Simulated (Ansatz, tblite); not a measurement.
Cost and result up the ladder for In₇As₆H₂₀⁻, a cluster cut from zinc blende InAs (hydrogen-capped) (33 atoms). The state is a singlet with charge -1. Geometry: PBE-D4/def2-SVP.

```xyz
33

In   -1.848    3.275    1.976
In    2.418   -4.273    0.669
In    2.265    0.845    1.101
In   -1.411   -1.123    1.746
In   -3.623    0.883   -1.541
In    0.436   -0.723   -2.364
In   -0.004    3.676   -2.128
As    0.602   -2.964    2.204
As   -0.161    1.140    2.247
As   -2.162    2.977   -0.680
As    2.252   -2.606   -1.466
As    1.476    1.495   -1.399
As   -1.757   -1.009   -0.888
H    -0.916    4.717    2.326
H    -3.315    2.841    2.835
H     1.652   -5.771    0.177
H     3.999   -4.128    1.394
H     3.434    1.982    1.735
H     2.576   -0.897    1.069
H    -2.774   -1.727    2.662
H    -4.997    0.619   -0.485
H    -3.737    0.894   -3.290
H     0.251   -1.071   -4.069
H     0.774    5.083   -1.431
H    -0.312    3.494   -3.845
H     1.402   -2.391    3.372
H    -0.063   -4.076    3.029
H     0.099    0.960    3.749
H    -3.117    4.136   -0.997
H     3.610   -1.909   -1.537
H     2.504   -3.517   -2.676
H     2.776    1.543   -2.213
H    -2.326   -2.377   -1.278
```

Ansatz on 2 threads of AMD EPYC 7R13 on a shared host and a share (18 GiB) of an NVIDIA H100 80GB HBM3; xTB runs through tblite on one thread. Times are rough, summed over both states, and most runs start from the orbitals of an earlier one. PBE0-D4/def2-SVP serves as the yardstick here, not as an exact answer. The other state is a triplet.

In the def2 sets In takes a core potential; there is no spin–orbit coupling. The xTB rows come from tblite. Single mean-field runs in def2-SVP are fitted with def2-universal-jkfit. HOMO above LUMO, or a gap near zero within one spin, warns that the state may not be the lowest or that an electron is smeared out.

xTB has no spin-polarisation term.

```
                        level  functions  wall time  vertical triplet (eV)  difference from PBE0-D4/def2-SVP (eV)                                                             remarks
                     GFN2-xTB        137     0.27 s                   3.33                                  -0.96                                                                   –
                     GFN1-xTB        157      0.3 s                   3.05                                  -1.23                                                                   –
             PBE0-D4/def2-SVP        474       15 s                   4.29                                   0.00                                           HOMO above zero (triplet)
PBE-D4/def2-SVP (with forces)        474       16 s                   3.70                                  -0.59  HOMO above zero (triplet), gap within one spin near zero (triplet)
```
